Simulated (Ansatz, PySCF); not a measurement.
Process, species as SMILES: COB(O)O [methoxyboronic acid] -> O[B]O + C[O] (the B-O bond at the site shown breaks; other sites are not compared here)
Geometries: B3LYP-D3(BJ)/def2-TZVP minima from Ansatz (an electronic-structure program), one conformer each, not searched for the lowest.

Property: bond dissociation energy (enthalpy at 298 K, with B3LYP-D3(BJ) rigid-rotor harmonic-oscillator terms from PySCF), in kJ/mol. Cores are frozen in the correlated levels unless marked. UHF or UKS for open shells. No spin-orbit coupling. No relativistic terms. CBS marks a two-point X^-3 extrapolation of the correlation energy; Hartree-Fock from the larger set. [CCSD(T)-MP2]/basis is that difference in the basis named.

```json
[
 {"level": "BLYP-D4/def2-TZVPD", "program": "Ansatz + dftd4", "bond dissociation energy (kJ/mol)": "535.7"},
 {"level": "revPBE-D4/def2-TZVPD", "program": "Ansatz + dftd4", "bond dissociation energy (kJ/mol)": "530.4"},
 {"level": "B3LYP-D3(BJ)/def2-TZVPD", "program": "Ansatz + dftd3", "bond dissociation energy (kJ/mol)": "549.8"},
 {"level": "B3LYP/def2-TZVPD", "program": "Ansatz", "bond dissociation energy (kJ/mol)": "541.1"},
 {"level": "PBE0-D3(BJ)/def2-TZVP", "program": "Ansatz + dftd3", "bond dissociation energy (kJ/mol)": "556.0"},
 {"level": "PBE0-D3(BJ)/def2-TZVPD", "program": "Ansatz + dftd3", "bond dissociation energy (kJ/mol)": "552.8"},
 {"level": "PBE0/def2-QZVPP", "program": "Ansatz", "bond dissociation energy (kJ/mol)": "549.5"},
 {"level": "BHLYP-D3(BJ)/def2-TZVPD", "program": "Ansatz + dftd3", "bond dissociation energy (kJ/mol)": "553.0"},
 {"level": "r2SCANh-D4/def2-TZVPD", "program": "Ansatz + dftd4", "bond dissociation energy (kJ/mol)": "543.9"},
 {"level": "r2SCANh/def2-TZVPD", "program": "Ansatz", "bond dissociation energy (kJ/mol)": "542.0"},
 {"level": "HSE06/def2-TZVPD", "program": "Ansatz", "bond dissociation energy (kJ/mol)": "548.4"},
 {"level": "LC-wPBE/def2-TZVPD", "program": "Ansatz", "bond dissociation energy (kJ/mol)": "560.5"},
 {"level": "B2PLYP-D3(BJ)/def2-TZVPD", "program": "Ansatz + dftd3", "bond dissociation energy (kJ/mol)": "569.0"},
 {"level": "MP2/aug-cc-pVDZ", "program": "Ansatz", "bond dissociation energy (kJ/mol)": "596.0"},
 {"level": "RI-MP2/cc-pVQZ", "program": "Ansatz", "bond dissociation energy (kJ/mol)": "619.0"},
 {"level": "CCSD/STO-3G", "program": "Ansatz", "bond dissociation energy (kJ/mol)": "552.6"},
 {"level": "CCSD/cc-pVTZ", "program": "Ansatz", "bond dissociation energy (kJ/mol)": "574.8"},
 {"level": "CCSD/cc-pwCVTZ", "program": "Ansatz", "bond dissociation energy (kJ/mol)": "575.2"},
 {"level": "CCSD(T)/6-31G*", "program": "Ansatz", "bond dissociation energy (kJ/mol)": "573.6"},
 {"level": "CCSD(T) with core electrons/cc-pwCVTZ", "program": "Ansatz", "bond dissociation energy (kJ/mol)": "586.0"},
 {"level": "RI-MP2/CBS(aug-cc-pVTZ,aug-cc-pVQZ)+[CCSD(T)-MP2]/aug-cc-pVTZ", "program": "Ansatz", "bond dissociation energy (kJ/mol)": "590.2"}
]
```
